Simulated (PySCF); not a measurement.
**Bond curve of BSe**

Set-up: basis B jorge-DZP-DKH, Se jorge-DZP-DKH; spin-free X2C with a Gaussian nucleus; PySCF 2.14. Energies in eV from B + Se in their ground configurations at the same level. State: ²Σ⁺ (doublet), unpaired electrons σ ↑.

```json
{"R (Å)": "1.492", "PBE": "-3.791", "r²SCAN0": "-3.566"}
{"R (Å)": "1.562", "PBE": "-4.687", "r²SCAN0": "-4.416"}
{"R (Å)": "1.631", "PBE": "-5.203", "r²SCAN0": "-4.882"}
{"R (Å)": "1.683", "PBE": "-5.401", "r²SCAN0": "-5.041"}
{"R (Å)": "1.735", "PBE": "-5.477", "r²SCAN0": "-5.076"}
{"R (Å)": "1.787", "PBE": "-5.456", "r²SCAN0": "-5.015"}
{"R (Å)": "1.857", "PBE": "-5.316", "r²SCAN0": "-4.820"}
{"R (Å)": "1.943", "PBE": "-5.018", "r²SCAN0": "-4.457"}
{"R (Å)": "2.047", "PBE": "-4.556", "r²SCAN0": "-3.922"}
{"R (Å)": "2.186", "PBE": "-3.873", "r²SCAN0": "-3.163"}
```

Put a parabola through the three lowest points of the PBE curve and estimate Re, k and ωe (reduced mass 9.676 u; 1 eV/Å² = 0.16022 mdyn/Å; ωe = 1302.8·√(k/μ) cm⁻¹).

Through R = 1.683, 1.735, 1.787 Å the second-order coefficient is 17.9 eV/Å², so Re ≈ 1.750 Å, k ≈ 5.75 mdyn/Å and ωe ≈ 1004 cm⁻¹. A polynomial fit of higher order to the unrounded PBE energies gives Re = 1.748 Å, k = 5.31 mdyn/Å, ωe = 965 cm⁻¹; anharmonicity and rounding make the difference.

The higher-order fit for each curve: PBE: Re = 1.748 Å, ωe = 965 cm⁻¹, De = 5.48 eV; r²SCAN0: Re = 1.726 Å, ωe = 1023 cm⁻¹, De = 5.08 eV.

Spin–orbit coupling is left out. The state was picked by a PBE0 search and need not be the measured ground state.
